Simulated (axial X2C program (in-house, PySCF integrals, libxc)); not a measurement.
MoSe⁻ along the bond: TPSS, with spin–orbit coupling

Calculated with an axial X2C code built on PySCF integrals. Two-component (2c) means X2C with spin–orbit coupling and atomic mean-field two-electron Coulomb and Gaunt terms. Basis: Mo dyall-acv3z [12s13p10d5f3g], Se dyall-acv3z [9s10p7d5f1g] (cores contracted in-house); Gaussian nuclei, density fitting, unrestricted open shells. Masses: Mo 97.905 u, Se 79.917 u.

State: Ω = 5/2 (⟨Sz⟩ = 2.50, ⟨Lz⟩ = 0.00 at TPSS). Dipoles are positive if Se is the positive end and refer to the centre of mass.

Results along the bond:

```
R (Å)   μ (D)  HOMO (eV)  LUMO (eV)
2.049  -0.266       1.07       1.44
2.143  -0.851       1.01       1.46
2.214  -1.306       0.95       1.46
2.284  -1.762       0.89       1.44
2.355  -2.213       0.82       1.42
2.437  -2.720       0.74       1.39
2.520  -3.201       0.67       1.31
2.626  -3.769       0.60       1.17
2.755  -4.370       0.55       1.01
2.944  -5.034       0.51       0.81
```

The state is one determinant whose occupation by symmetry is held fixed; it was picked as the lowest of a PBE0 search that is not exhaustive. Density functionals use the spin component along the axis (collinear). Other states lie close and PBE0, whose exact exchange favours high spin, may order them wrongly; the determinant shown need not be the ground state. The nearest other 2c determinant of the search, Ω = 3/2, lies 0.58 eV up at the distance of the search. With several unpaired electrons one determinant need not be a pure state. The highest occupied level of some functionals is positive through self-interaction error; at Hartree–Fock it is bound. This is the top spin component of a Σ state; components of lower Ω are not single determinants and can lie lower. The determinant is spin-polarised beyond a pure state at some levels (its spin-free form has ⟨S²⟩ too high), which makes Re and μ there less reliable. The LUMO of an anion is an unbound level whose energy the basis sets.
